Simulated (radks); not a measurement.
The numbers below are computed, except where a source is named.
Problem. Er, 68 electrons, occupied as [Kr] 4d10 4f12 5s2 5p5 6s2 7s1 (not the ground configuration). Code: a radial shooting solver on a logarithmic mesh with Libxc functionals. Model: scalar-relativistic Kohn-Sham, BLYP, spin-polarised, spherical densities, finite nucleus; open shells are filled with parallel spins first (spin-orbit coupling, left out, can overturn this in heavy ions); Fermi nuclear charge, rms radius 5.2516 fm. Some entries of the table are withheld. Estimate them.

| orbital | occ. | eigenvalue (hartree) | <1/r> (bohr^-1) |
|---|---|---|---|
| 1s up | 1 | -2108.578 | 77.54 |
| 1s down | 1 | -2108.575 | 77.54 |
| 2s up | 1 | -354.5067 | 18.05 |
| 2s down | 1 | -354.5044 | 18.05 |
| 2p up | 3 | -313.6421 | 16.68 |
| 2p down | 3 | -313.6392 | 16.68 |
| 3s up | 1 | -79.66338 | 6.656 |
| 3s down | 1 | -79.63097 | 6.658 |
| 3p up | 3 | -67.22937 | 6.219 |
| 3p down | 3 | -67.19672 | 6.221 |
| 3d up | 5 | -51.64738 | 5.895 |
| 3d down | 5 | -51.62193 | 5.897 |
| 4s up | 1 | -15.97742 | 2.811 |
| 4s down | 1 | -15.90777 | 2.810 |
| 4p up | 3 | -11.88857 | 2.571 |
| 4p down | 3 | -11.81988 | 2.570 |
| 4d up | 5 | -6.40974 | 2.269 |
| 4d down | 5 | -6.34137 | 2.268 |
| 5s up | 1 | -2.23548 | 1.068 |
| 5s down | 1 | -2.17446 | 1.064 |
| 5p up | 3 | -1.27733 | 0.8929 |
| 5p down | 2 | -1.22457 | 0.8853 |
| 4f up | 7 | (1) | 1.663 |
| 4f down | 5 | (2) | 1.654 |
| 6s up | 1 | -0.27340 | 0.3719 |
| 6s down | 1 | -0.26667 | 0.3654 |
| 6p up | 0 | -0.12285 | (3) |
| 6p down | 0 | -0.11984 | (4) |
| 7s up | 1 | -0.04891 | 0.1340 |

Solution. 
(1) 4f up eigenvalue (hartree): -0.44750
(2) 4f down eigenvalue (hartree): -0.38032
(3) 6p up <1/r> (bohr^-1): 0.2730
(4) 6p down <1/r> (bohr^-1): 0.2736
